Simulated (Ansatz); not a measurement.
`O[Si@H](Cl)[Si@H](F)Cl` + HBr → `O[SiH](Cl)Br` + `F[SiH2]Cl`  (cleavage of the Si–Si bond)

Calculated with Ansatz (gas phase, PBE0-D4/def2-TZVP geometries, no zero-point term in ΔE). CCSD(T)/CBS is the MP2 limit (def2-TZVPP, def2-QZVPP) plus CCSD(T) − MP2 in def2-TZVPP, frozen cores. This one scheme is used for every species. Functionals use def2-TZVPP. For Br outer-core shells are correlated without core-valence functions, which leaves a few kJ/mol of doubt a bond. Scalar relativity is left out up to krypton. Each species was taken in one conformer, which may not be the lowest.

CCSD(T)/CBS gives -116.7 kJ/mol.

Question: Another level gave -109.9 kJ/mol. Which?
A. RPA@PBE/def2-TZVPP
B. PBE-D4/def2-TZVPP
C. PBE/def2-TZVPP
D. r2SCAN0/def2-TZVPP

Answer: A. RPA@PBE/def2-TZVPP -109.9, PBE -101.2, PBE-D4 -96.6, r2SCAN0 -117.9 kJ/mol.

Largest T1 diagnostic among the species: 0.011.

In def2-TZVPP, CCSD(T) changes the Hartree–Fock value by +18.6 kJ/mol (the triples alone add +2.1 kJ/mol) and MP2 by +7.5 kJ/mol. The D4 term adds +7.0 kJ/mol with B3LYP and +4.4 kJ/mol with PBE0; it sums over pairs of atoms, weighted by their polarisabilities, and B3LYP, whose exchange is more repulsive, gets the larger term. From BLYP to BHLYP (50 % exact exchange), in def2-TZVPP and without D4, ΔE moves by −14.1 kJ/mol.

CCSD(T)/CBS has its own doubt, a few kJ/mol and more with outer-core shells, so smaller differences from it don't rank the levels.

B3LYP here is the variant with VWN-RPA as its local correlation; programs differ in this.
